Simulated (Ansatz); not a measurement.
Relaxation of the cluster Si2Pt5⁻ with UKS r2SCAN-D4/def2-SVPD.

```sh
$ ansatz run in.yaml --threads 4 --pin off --events-out ev --progress --plain --max-ram 4787MiB
```

```yaml
crystal:
  periodic: [false, false, false]
  atoms:
    - {symbol: Pt, position_ang: [-0.024670, 0.853760, -1.026110]}
    - {symbol: Pt, position_ang: [2.380210, -2.701010, -0.839390]}
    - {symbol: Pt, position_ang: [1.604180, -0.683730, -1.996760]}
    - {symbol: Pt, position_ang: [0.713750, -1.310490, 0.139790]}
    - {symbol: Pt, position_ang: [-0.550510, 0.282000, 1.472370]}
    - {symbol: Si, position_ang: [-1.657190, 2.097370, 0.111560]}
    - {symbol: Si, position_ang: [-2.465770, 1.462090, 2.138550]}
basis:
  gaussian: {orbitals: def2-SVPD}
total_charge: -1
magnetization: {spin_polarized: true, initial_magnetization: 1}
hamiltonian: {xc: r2scan, dispersion: d4}
scf: {lower_state_search: "off"}
output: {orbitals: {seedname: orbitals}}
relax: {f_tol: 0.02, max_steps: 100}
```

Hardware: 4 threads of Arm Neoverse V2 on a shared host. Wall time 13 min, peak host memory 0.94 GiB.

Positions (Å) and forces (eV/Å) at steps 1, 2, 3, 4, 5, 6, 7, 8, 9, 10, 11, 12, 13, 14, 15, 16, 17, 18, 19, 20, 21, 22, 23, 24, 25, 26, 27 of 27:

```xyz
7
step=1 energy=-31998.0659 eV
Pt   -0.025    0.854   -1.026   -1.522    1.737    0.356
Pt    2.380   -2.701   -0.839    1.813   -2.018   -0.140
Pt    1.604   -0.684   -1.997    1.367    0.808   -3.494
Pt    0.714   -1.310    0.140   -1.468   -1.310    2.356
Pt   -0.551    0.282    1.472   -1.509    2.139    1.057
Si   -1.657    2.097    0.112    1.269   -0.711   -0.434
Si   -2.466    1.462    2.139    0.051   -0.645    0.300
7
step=2 energy=-31998.8588 eV
Pt   -0.060    0.906   -1.030    0.089   -0.321    0.127
Pt    2.524   -2.804   -0.865   -0.486    0.988   -0.284
Pt    1.662   -0.699   -2.172   -0.192   -0.530    0.916
Pt    0.645   -1.405    0.183   -0.022    0.159   -0.453
Pt   -0.600    0.441    1.569   -0.209    0.583   -0.233
Si   -1.607    2.103    0.151    0.784   -0.439   -0.227
Si   -2.565    1.458    2.164    0.037   -0.440    0.155
7
step=3 energy=-31999.0574 eV
Pt   -0.031    0.894   -1.045    0.240    0.058   -0.464
Pt    2.518   -2.649   -0.802   -0.296    0.274    0.116
Pt    1.605   -0.731   -2.143    0.032   -0.203   -0.049
Pt    0.465   -1.438    0.131    0.224   -0.141    0.011
Pt   -0.520    0.524    1.576    0.169   -0.360    0.417
Si   -1.494    2.057    0.148   -0.274    0.492   -0.119
Si   -2.542    1.342    2.135   -0.094   -0.119    0.088
7
step=4 energy=-31999.1106 eV
Pt    0.007    0.926   -1.070    0.003    0.173   -0.052
Pt    2.499   -2.598   -0.750   -0.014    0.012    0.104
Pt    1.563   -0.774   -2.176   -0.010   -0.056   -0.184
Pt    0.446   -1.425    0.126   -0.008   -0.052    0.077
Pt   -0.498    0.513    1.595    0.013   -0.070    0.155
Si   -1.470    2.075    0.154   -0.020    0.088   -0.057
Si   -2.547    1.283    2.122    0.036   -0.095   -0.043
7
step=5 energy=-31999.1468 eV
Pt    0.122    1.013   -1.066   -0.011    0.054   -0.010
Pt    2.494   -2.488   -0.652    0.059    0.009   -0.122
Pt    1.428   -0.880   -2.270   -0.154   -0.015    0.308
Pt    0.382   -1.406    0.123   -0.014    0.126   -0.085
Pt   -0.448    0.522    1.640   -0.154    0.059    0.009
Si   -1.415    2.088    0.165    0.121   -0.246    0.042
Si   -2.564    1.151    2.061    0.153    0.012   -0.142
7
step=6 energy=-31999.1746 eV
Pt    0.224    1.074   -1.041    0.032   -0.062   -0.085
Pt    2.497   -2.463   -0.672    0.120   -0.014   -0.179
Pt    1.311   -0.939   -2.289   -0.113    0.042    0.355
Pt    0.412   -1.365    0.162   -0.141    0.192   -0.059
Pt   -0.452    0.534    1.682   -0.091    0.053    0.001
Si   -1.392    2.055    0.153    0.105   -0.254    0.087
Si   -2.599    1.105    2.005    0.088    0.043   -0.120
7
step=7 energy=-31999.2302 eV
Pt    0.351    1.156   -1.078   -0.008   -0.355   -0.047
Pt    2.481   -2.435   -0.690    0.026    0.007   -0.194
Pt    1.200   -0.988   -2.294   -0.012    0.108    0.276
Pt    0.421   -1.279    0.184   -0.101    0.346   -0.119
Pt   -0.464    0.537    1.774   -0.034    0.058    0.142
Si   -1.351    1.930    0.133    0.134   -0.211    0.059
Si   -2.639    1.080    1.970   -0.004    0.046   -0.118
7
step=8 energy=-31999.2863 eV
Pt    0.459    1.203   -1.099   -0.216   -0.445   -0.079
Pt    2.445   -2.424   -0.723   -0.182    0.109   -0.179
Pt    1.083   -1.049   -2.321    0.045    0.236    0.440
Pt    0.463   -1.150    0.228    0.088    0.247   -0.224
Pt   -0.464    0.574    1.901   -0.300    0.115    0.175
Si   -1.286    1.844    0.134    0.306   -0.284    0.045
Si   -2.699    1.001    1.880    0.258    0.022   -0.178
7
step=9 energy=-31999.3473 eV
Pt    0.465    1.156   -1.143   -0.160    0.439   -0.176
Pt    2.384   -2.425   -0.779   -0.054    0.033    0.174
Pt    1.004   -1.071   -2.315   -0.141    0.056    0.042
Pt    0.530   -1.011    0.291    0.150   -0.307   -0.066
Pt   -0.456    0.624    2.042   -0.665    0.128    0.018
Si   -1.186    1.840    0.182    0.189   -0.384    0.089
Si   -2.741    0.888    1.721    0.682    0.034   -0.080
7
step=10 energy=-31999.4388 eV
Pt    0.540    1.255   -1.292   -0.469   -0.003    0.394
Pt    2.341   -2.396   -0.742   -0.092    0.096    0.084
Pt    0.938   -1.096   -2.311   -0.041    0.103    0.010
Pt    0.528   -0.892    0.279   -0.031    0.055   -0.100
Pt   -0.505    0.576    2.170   -0.386    0.127   -0.048
Si   -1.097    1.667    0.187    0.417   -0.370   -0.178
Si   -2.744    0.886    1.708    0.603   -0.007   -0.162
7
step=11 energy=-31999.5197 eV
Pt    0.621    1.297   -1.376   -0.392   -0.029    0.315
Pt    2.279   -2.270   -0.667   -0.060   -0.017   -0.032
Pt    0.842   -1.111   -2.318    0.059    0.023    0.002
Pt    0.376   -0.818    0.257   -0.102    0.289    0.106
Pt   -0.483    0.600    2.301   -0.407    0.021   -0.262
Si   -0.963    1.527    0.187    0.350   -0.272   -0.118
Si   -2.673    0.775    1.616    0.551   -0.015   -0.012
7
step=12 energy=-31999.5627 eV
Pt    0.599    1.378   -1.469    0.091   -0.010   -0.132
Pt    2.164   -2.304   -0.597   -0.058    0.092   -0.134
Pt    0.840   -1.089   -2.314    0.041    0.087    0.250
Pt    0.342   -0.675    0.260    0.021   -0.443   -0.084
Pt   -0.484    0.617    2.382   -0.122    0.148    0.127
Si   -0.867    1.425    0.187   -0.114    0.195   -0.061
Si   -2.593    0.648    1.551    0.140   -0.069    0.034
7
step=13 energy=-31999.6138 eV
Pt    0.648    1.376   -1.442    0.139   -0.015   -0.151
Pt    2.147   -2.277   -0.601    0.058   -0.022    0.046
Pt    0.821   -1.063   -2.295   -0.035    0.008    0.031
Pt    0.250   -0.728    0.265   -0.208    0.008   -0.205
Pt   -0.457    0.699    2.380   -0.014    0.134    0.185
Si   -0.867    1.435    0.162   -0.039    0.035    0.148
Si   -2.541    0.558    1.531    0.099   -0.148   -0.054
7
step=14 energy=-31999.9314 eV
Pt    0.705    1.383   -1.456    0.013    0.598   -0.158
Pt    2.107   -2.227   -0.562   -0.129    0.124    0.082
Pt    0.801   -1.048   -2.281   -0.134   -0.160    0.134
Pt    0.070   -0.753    0.235   -0.648    0.120    0.512
Pt   -0.416    0.795    2.422    0.187   -0.088    0.003
Si   -0.824    1.455    0.162    0.318   -0.213   -0.193
Si   -2.443    0.395    1.480    0.393   -0.380   -0.380
7
step=15 energy=-32000.2651 eV
Pt    0.740    1.445   -1.506   -0.008    0.492   -0.215
Pt    2.059   -2.183   -0.511   -0.214    0.085    0.133
Pt    0.752   -1.032   -2.238   -0.329    0.110    0.481
Pt   -0.081   -0.756    0.252   -0.253   -0.333    0.589
Pt   -0.380    0.834    2.458    0.014   -0.235   -0.444
Si   -0.755    1.440    0.145    0.317    0.352   -0.210
Si   -2.335    0.252    1.401    0.473   -0.471   -0.334
7
step=16 energy=-32000.6166 eV
Pt    0.739    1.539   -1.570    0.023    0.237   -0.264
Pt    2.015   -2.169   -0.461   -0.177   -0.057    0.126
Pt    0.671   -0.996   -2.140   -0.281    0.273    0.434
Pt   -0.156   -0.790    0.335    0.167   -0.266    0.039
Pt   -0.355    0.816    2.423    0.181    0.065    0.078
Si   -0.684    1.473    0.121    0.245    0.151   -0.175
Si   -2.229    0.128    1.293   -0.159   -0.403   -0.238
7
step=17 energy=-32000.7833 eV
Pt    0.723    1.684   -1.698   -0.246   -0.094    0.067
Pt    1.941   -2.238   -0.432   -0.094   -0.160   -0.067
Pt    0.601   -0.906   -2.020    0.099    0.350    0.080
Pt   -0.127   -0.818    0.426    0.468   -0.545    0.139
Pt   -0.360    0.839    2.448   -0.290    0.027   -0.315
Si   -0.596    1.425    0.087    0.194    0.240   -0.157
Si   -2.181    0.014    1.189   -0.131    0.181    0.252
7
step=18 energy=-32000.9285 eV
Pt    0.622    1.815   -1.801   -0.188   -0.314    0.252
Pt    1.869   -2.405   -0.459   -0.293    0.098   -0.254
Pt    0.657   -0.791   -1.933    0.294    0.289    0.181
Pt   -0.049   -0.871    0.525    0.316   -0.347    0.132
Pt   -0.425    0.900    2.446   -0.141    0.125   -0.219
Si   -0.523    1.371    0.069    0.054   -0.012   -0.249
Si   -2.151   -0.020    1.154   -0.042    0.160    0.157
7
step=19 energy=-32001.0963 eV
Pt    0.577    1.908   -1.830   -0.100   -0.088    0.227
Pt    1.768   -2.550   -0.532   -0.438    0.399   -0.271
Pt    0.755   -0.651   -1.844    0.263   -0.094    0.300
Pt    0.022   -0.931    0.626    0.193   -0.199    0.210
Pt   -0.466    1.018    2.398   -0.045    0.068   -0.325
Si   -0.527    1.267    0.002    0.030   -0.104   -0.172
Si   -2.130   -0.061    1.180    0.097    0.019    0.031
7
step=20 energy=-32001.2998 eV
Pt    0.572    2.004   -1.818   -0.068    0.182    0.102
Pt    1.627   -2.638   -0.625   -0.398    0.411   -0.112
Pt    0.819   -0.522   -1.732    0.021   -0.176    0.425
Pt    0.112   -0.993    0.769    0.015    0.072    0.208
Pt   -0.499    1.157    2.303   -0.046   -0.153   -0.399
Si   -0.536    1.131   -0.091    0.214   -0.242   -0.244
Si   -2.094   -0.139    1.195    0.262   -0.094    0.020
7
step=21 energy=-32001.6208 eV
Pt    0.566    2.121   -1.818   -0.167    0.306    0.108
Pt    1.458   -2.674   -0.684   -0.597    0.283    0.332
Pt    0.828   -0.398   -1.587    0.238   -0.088   -0.058
Pt    0.201   -1.036    0.937    0.194    0.030    0.322
Pt   -0.523    1.241    2.180    0.060   -0.456   -0.308
Si   -0.497    0.986   -0.199    0.102    0.112   -0.458
Si   -2.033   -0.241    1.171    0.169   -0.186    0.063
7
step=22 energy=-32001.7941 eV
Pt    0.526    2.211   -1.816   -0.114    0.097    0.036
Pt    1.271   -2.681   -0.633   -0.264    0.175    0.020
Pt    0.905   -0.327   -1.554    0.503   -0.545    0.069
Pt    0.284   -1.016    1.035    0.044   -0.173   -0.362
Pt   -0.509    1.204    2.109   -0.069    0.246    0.056
Si   -0.492    0.930   -0.285   -0.327    0.387    0.154
Si   -1.986   -0.320    1.145    0.227   -0.187    0.027
7
step=23 energy=-32001.8708 eV
Pt    0.456    2.221   -1.833    0.013   -0.016    0.056
Pt    1.116   -2.723   -0.655   -0.044    0.287    0.060
Pt    1.082   -0.299   -1.479   -0.299   -0.090    0.386
Pt    0.321   -0.987    1.018    0.290   -0.413   -0.283
Pt   -0.526    1.232    2.083   -0.048    0.232    0.086
Si   -0.518    0.942   -0.294    0.127    0.046   -0.285
Si   -1.932   -0.386    1.160   -0.038   -0.045   -0.021
7
step=24 energy=-32001.8878 eV
Pt    0.469    2.242   -1.819    0.021   -0.051    0.037
Pt    1.063   -2.735   -0.680   -0.006    0.249    0.157
Pt    1.072   -0.287   -1.410    0.056   -0.140   -0.167
Pt    0.369   -1.003    1.034    0.029   -0.164    0.048
Pt   -0.547    1.283    2.049   -0.042   -0.301   -0.254
Si   -0.534    0.935   -0.324   -0.141    0.274    0.109
Si   -1.891   -0.434    1.150    0.083    0.134    0.071
7
step=25 energy=-32001.8302 eV rejected
Pt    0.502    2.274   -1.859    0.020   -0.093    0.001
Pt    1.121   -2.719   -0.613    0.231   -0.615   -0.606
Pt    0.953   -0.281   -1.345    0.025    0.196   -0.014
Pt    0.366   -1.133    1.078   -0.368    0.601    0.394
Pt   -0.471    1.204    1.979    0.037    0.348    0.375
Si   -0.613    1.095   -0.351    0.103   -0.251   -0.145
Si   -1.859   -0.441    1.110   -0.049   -0.186   -0.005
7
step=26 energy=-32001.9061 eV
Pt    0.494    2.240   -1.823   -0.007    0.036   -0.004
Pt    1.115   -2.724   -0.656   -0.014   -0.010    0.018
Pt    1.018   -0.298   -1.424   -0.010   -0.023    0.059
Pt    0.352   -1.032    1.036    0.029    0.027   -0.065
Pt   -0.527    1.252    2.040    0.012    0.001    0.001
Si   -0.556    0.984   -0.322    0.010   -0.016   -0.005
Si   -1.895   -0.421    1.150   -0.020   -0.015   -0.005
7
step=27 energy=-32001.9066 eV
Pt    0.492    2.245   -1.821   -0.001   -0.002    0.006
Pt    1.107   -2.728   -0.654    0.001    0.007    0.003
Pt    1.022   -0.298   -1.418   -0.005   -0.001   -0.006
Pt    0.357   -1.028    1.034   -0.001   -0.007   -0.002
Pt   -0.526    1.252    2.036    0.000    0.010    0.010
Si   -0.558    0.983   -0.325    0.010   -0.005   -0.010
Si   -1.893   -0.426    1.149   -0.003   -0.003   -0.001
```

In the def2 sets Pt takes a core potential; there is no spin–orbit coupling. The relaxation made no stability test and no search for a lower SCF solution. No other spin state of charge -1 was run. The structure comes from a short search, and lower isomers may exist.
